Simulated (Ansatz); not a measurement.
Reaction (redistribution): `F[SiH]([SiH3])O[SiH3]` + `C=C[Si](N)(N)F` → `C=C[SiH](F)O[SiH3]` + `N[Si](N)(F)[SiH3]`

Calculated with Ansatz (gas phase, PBE0-D4/def2-TZVP geometries, no zero-point term in ΔE). CBS: MP2 limit from def2 TZ/QZ plus the TZ coupled-cluster correction, frozen cores. Functionals use def2-TZVPP. B3LYP here is the variant with VWN-RPA as its local correlation; programs differ in this. Each species was taken in one conformer, which may not be the lowest.

```tsv
level	ΔE (kcal/mol)	difference from CCSD(T)/CBS
PBE-D4	-1.0	-0.2
PBE0-D4	-0.8	0.0
B3LYP-D4	-0.8	0.0
ωB97X-V	-0.7	0.1
ωB97M-V	-0.8	0.0
PBE	-1.1	-0.3
r2SCAN	-1.0	-0.2
B3LYP	-1.0	-0.2
HF/def2-TZVPP	-0.7	0.1
MP2/def2-TZVPP	-0.8	0.0
SCS-MP2/def2-TZVPP	-0.8	0.0
MP2/def2-QZVPP	-0.9	-0.1
SCS-MP2/def2-QZVPP	-0.9	-0.1
HF/CBS(def2)	-0.7	0.1
MP2/CBS(def2)	-0.9	-0.1
CCSD/CBS(def2)	-0.8	0.0
CCSD(T)/CBS	-0.8	0
```

Largest T1 diagnostic among the species: 0.013.
